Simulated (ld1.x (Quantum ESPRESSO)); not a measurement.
**Before and after: TM potential for niobium**

- Element: Nb
- Generator: ld1.x (Quantum ESPRESSO) 7.5
- Type: norm-conserving Troullier–Martins (Kleinman–Bylander form)
- Functional: BLYP
- Relativity: scalar-relativistic
- Frozen core: [Kr]
- Valence charge: 5
- Reference configuration: 4d4 5s0.5 5p0 (charge +0.5)
- Partial waves: 5s (bound): rc 2.15 bohr; 5p (bound, empty): rc 2.65 bohr; 4d (bound): rc 2.15 bohr; 4f channel at 0.2 Ry: rc 2.10 bohr
- Local potential: all-electron potential smoothed inside 2.60 bohr (lloc = -1)
- Core correction: Bessel-smoothed model core inside 1.00 bohr

All-electron outer shells of the reference configuration (BLYP, scalar-relativistic, ld1.x):

| shell | level (eV) | outermost node (bohr) | outermost maximum (bohr) |
| --- | --- | --- | --- |
| 4p | -37.46 | 0.54 | 1.12 |
| 5s | -6.64 | 1.40 | 3.00 |
| 4d | -5.95 | 0.55 | 1.49 |
| 5p | -3.34 | 1.62 | 3.90 |

Change: local potential all-electron potential smoothed inside 1.20 bohr (lloc = -1).

Cutoffs: the cutoffs (Ry, on a coarse ladder) from which the occupation-weighted sum of valence levels, in a spherical-Bessel basis at the reference potential, stays within 10 and 1 mRy of its value at 400 Ry; they do not see the model core or the augmentation charge, which bear on the density cutoff. Errors are all-electron minus pseudo energies relative to the spin-unpolarised reference configuration.

What does the change do?

The potential gets neither clearly harder nor softer (35 Ry and 40 Ry → 35 Ry and 40 Ry); the bound ghosts move from s to p, s; of the 7 tests that both files solve, the error grows in 2 and shrinks in 1 by more than 15 % and 0.3 meV (median size 19.4 → 34.3 meV); the range in which the d phases agree widens (upper end 1.4 → at the end of the scan). In the separable form a ghost depends on how the local part lies against the semilocal potential of the channel, so the choice of the local part can create or remove one.

| quantity | base | changed |
| --- | --- | --- |
| cutoff, loose | 35 Ry | 35 Ry |
| cutoff, tight | 40 Ry | 40 Ry |
| loose cutoff by channel (10 mRy a level) | s 12 Ry, d 30 Ry | s 15 Ry, d 30 Ry |
| bound ghosts | s | s, p |
| error for 4d4 5s1 5p0, meV [ΔE -2.63 eV] | +0.3 | -0.3 |
| error for 4d4 5s0 5p0, meV [ΔE 4.04 eV] | -2.0 | -2.0 |
| error for 4d3 5s0 5p0, meV [ΔE 18.03 eV] | -87 | -76 |
| error for 4d5 5s0 5p0, meV [ΔE -1.29 eV] | -19 | -16 |
| error for 4d3 5s2 5p0, meV [ΔE -3.21 eV] | +16 | -34 |
| error for 4d3 5s1 5p1, meV [ΔE 0.10 eV] | +32 | -47 |
| error for 4d1 5s0 5p0, meV [ΔE 79.48 eV] | -1600 | -1537 |
| s: phases at 2.91 bohr within 0.05 rad from the reference energy up to (Ry; the scan ends near 5) | -0.4 | -0.1 |
| p: phases at 2.91 bohr within 0.05 rad from the reference energy up to (Ry; the scan ends near 5) | 0.1 | 0.2 |
| d: phases at 2.91 bohr within 0.05 rad from the reference energy up to (Ry; the scan ends near 5) | 1.4 | to the end of the scan |
| f: phases at 2.91 bohr within 0.05 rad from the reference energy up to (Ry; the scan ends near 5) | 3.4 | 3.8 |

Base: These tests converged, but a pseudo level misses the all-electron one widely, so the file describes the atom poorly there or has found another state: 4d3 5s0 5p0: empty 5s by 2.0 eV (a node warning on the way); 4d1 5s0 5p0: empty 5p by 5.9 eV (a node warning on the way). A true bound ghost makes a file unfit for plane-wave use even where its test errors are small: the radial tests pick states by their node count and pass the ghost by.
